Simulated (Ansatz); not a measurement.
Species, as SMILES: [GeH2] (GeH2) (closed-shell singlet).
Geometry (B3LYP-D3(BJ)/def2-TZVP, fixed):
```xyz
3

Ge    -0.0030    -0.0010     0.0661
H      0.0397    -1.1207    -1.0751
H      0.0547     1.1536    -1.0391
```
Charge 0, spin multiplicity 1.

Basis-set convergence of the dipole moment at CCSD(T) with Ansatz (a program for electronic structure). Dipoles come from the density behind the forces; the sign is taken along the dipole that this method gives in the largest set. The reference of a correlated method is not its basis-set limit, which lies further on. All functions are spherical. Cores are frozen (with 3d on Ga to Br). A restricted Hartree-Fock determinant is unstable towards unrestricted orbitals. No added dispersion term, no relativity. Reference: the value in aug-pcseg-3, 0.139 D, itself unsure by roughly 0.006 D (its mean distance from aug-cc-pVQZ, def2-QZVPPD). Deviations are taken from unrounded values.

```csv
basis,functions,dipole moment (D)
cc-pVDZ,37,0.145
aug-cc-pVDZ,54,0.217
pcseg-1,37,0.010
aug-pcseg-1,54,0.086
def2-SVP,42,0.043
def2-SVPD,54,0.191
def2-TZVP,60,0.087
def2-TZVPD,72,0.117
cc-pVTZ,71,0.110
aug-cc-pVTZ,105,0.140
pcseg-2,71,0.148
aug-pcseg-2,105,0.140
def2-TZVPP,76,0.152
def2-TZVPPD,88,0.154
cc-pVQZ,128,0.118
aug-cc-pVQZ,185,0.130
pcseg-3,134,0.142
aug-pcseg-3,191,0.139
def2-QZVPP,149,0.126
def2-QZVPPD,161,0.135
```

What the diffuse functions change, pair by pair:
- cc-pVDZ to aug-cc-pVDZ: 17 more functions, deviation 0.007 to 0.078 D
- pcseg-1 to aug-pcseg-1: 17 more functions, deviation -0.129 to -0.052 D
- def2-SVP to def2-SVPD: 12 more functions, deviation -0.096 to 0.053 D
- def2-TZVP to def2-TZVPD: 12 more functions, deviation -0.052 to -0.022 D
- cc-pVTZ to aug-cc-pVTZ: 34 more functions, deviation -0.028 to 0.001 D
- pcseg-2 to aug-pcseg-2: 34 more functions, deviation 0.009 to 0.002 D
- def2-TZVPP to def2-TZVPPD: 12 more functions, deviation 0.013 to 0.015 D
- cc-pVQZ to aug-cc-pVQZ: 57 more functions, deviation -0.021 to -0.008 D
- pcseg-3 to aug-pcseg-3: 57 more functions, deviation 0.003 to 0.000 D
- def2-QZVPP to def2-QZVPPD: 12 more functions, deviation -0.013 to -0.004 D

Leaving out the reference's own pair, they bring the value nearer the reference by more than 0.006 D in 7 of 9 pairs.
